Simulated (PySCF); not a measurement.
Task: What does the PBE0-D3(BJ)/def2-SVP structure of `N[Si](N)(N)O` look like in three dimensions?

Result: 
Z-matrix in Å and degrees, rows numbered from 1:
```
N 
Si  1  1.7154
N   2  1.7291  1  112.19
N   2  1.7234  1  104.99  3  -122.88
O   2  1.6705  1  111.11  3   117.37
H   1  1.0111  2  123.61  3   -67.80
H   1  1.0113  2  120.42  3    90.36
H   3  1.0133  2  119.26  1   -42.32
H   3  1.0138  2  120.75  1   173.66
H   4  1.0149  2  118.09  1   -65.89
H   4  1.0137  2  117.60  1   158.19
H   5  0.9614  2  113.93  1   -80.23
```

N1 (silicon-bound nitrogen) is almost planar (angles 123.6°, 120.4° and 112.7°, sum 356.8°, 0.12 Å off the plane of its three neighbours). Si2 (oxygen-bound silicon) is distorted tetrahedral (angles from 105.0° to 112.8°).

Method used: PySCF 2.14.0, PBE0-D3(BJ)/def2-SVP geometry optimisation, gas phase.

Stationary, but not proved a minimum. The numbers are those of one conformer (H–N1–Si2–N3 -68° and 90°, N1–Si2–N3–H -42° and 174°, N1–Si2–N4–H -66° and 158°).

Hardware: one thread of an Arm Neoverse V2, on a shared host. Cost: 32 s, 0.50 GiB resident at most. This is the geometry optimisation.
